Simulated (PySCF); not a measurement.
In(F)3 cation (F₃In), SMILES [F][In]([F])[F] (connectivity only; charge and spin as stated), charge +1, multiplicity 2.

Geometry: B3LYP-D3(BJ)/def2-SVP. The spin state was assumed, not searched. The isomer is the one that the SMILES or the coordinates give; other isomers of the formula were not compared. The def2 effective core potentials stand for the cores of In; spin–orbit coupling is left out.

The numbers are results of CAM-B3LYP/def2-TZVPD (PySCF), not measurements.

Estimate the frontier levels, dipole moment and polarisability. (Estimate from the structure and the level; the computed values follow.)


| Property | Value |
|---|---|
| α spin, highest occupied and lowest empty level | -19.49 and -9.81 eV |
| β spin, highest occupied and lowest empty level | -19.45 and -12.18 eV |
| dipole moment about the centre of nuclear charge | 0.30 D |
| mean static polarisability | 33.9 bohr³ (5.02 Å³) |
| polarisability, principal values | 19.6, 37.7, 44.4 bohr³ |
| ⟨S²⟩ | 0.761 (pure state 0.75) |
